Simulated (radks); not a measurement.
Values are calculated unless marked as measured or tabulated.
Q: Radial electron density D(r) = 4 pi r^2 rho(r) of an atom or ion with 8 electrons. Level of theory: scalar-relativistic Kohn-Sham, BLYP, spin-polarised, spherical densities, finite nucleus; Fermi nuclear charge, rms radius of each element as measured or else 0.836 A^(1/3) + 0.57 fm (a radial shooting solver on a logarithmic mesh with Libxc functionals).

| r (bohr) | D(r) (e/bohr) | spin D(r) |
|---|---|---|
| 0.01014 | 0.6323 | -0.00124 |
| 0.01279 | 0.9525 | -0.00184 |
| 0.01626 | 1.434 | -0.00268 |
| 0.0205 | 2.093 | -0.00371 |
| 0.02586 | 2.989 | -0.00481 |
| 0.03287 | 4.196 | -0.00550 |
| 0.04146 | 5.625 | -0.00449 |
| 0.05228 | 7.221 | 0.000961 |
| 0.06646 | 8.836 | 0.0173 |
| 0.08382 | 10.04 | 0.0547 |
| 0.1057 | 10.54 | 0.132 |
| 0.1344 | 10.05 | 0.287 |
| 0.1695 | 8.702 | 0.547 |
| 0.2137 | 7.001 | 0.953 |
| 0.2717 | 5.640 | 1.53 |
| 0.3426 | 5.181 | 2.18 |
| 0.4321 | 5.360 | 2.71 |
| 0.5493 | 5.437 | 2.87 |
| 0.6927 | 4.756 | 2.46 |
| 0.8736 | 3.360 | 1.67 |
| 1.111 | 1.884 | 0.936 |
| 1.401 | 1.107 | 0.711 |
| 1.766 | 0.9966 | 0.885 |
| 2.245 | 1.016 | 0.998 |
| 2.832 | 0.7457 | 0.744 |
| 3.571 | 0.3413 | 0.341 |
| 4.54 | 0.08490 | 0.0849 |
| 5.725 | 0.01141 | 0.0114 |
| 7.22 | 0.0006961 | 0.000696 |

What is the nuclear charge?

A: Z = 10. The innermost maximum, from 1s, lies near gamma/Z bohr with gamma = sqrt(1 - (Z/c)^2) = 0.997, here 0.0997 bohr (found: 0.107), and its height grows with Z. The density is that of the neon ion Ne2+ in [He] 2p4 3p2; the configuration itself is not fixed sharply by these data. D(r) has 3 maxima, at r = 0.107, 0.507, 2.07 bohr, and minima at 0.348, 1.66 bohr, inside which lie 2.41, 6.25 electrons.
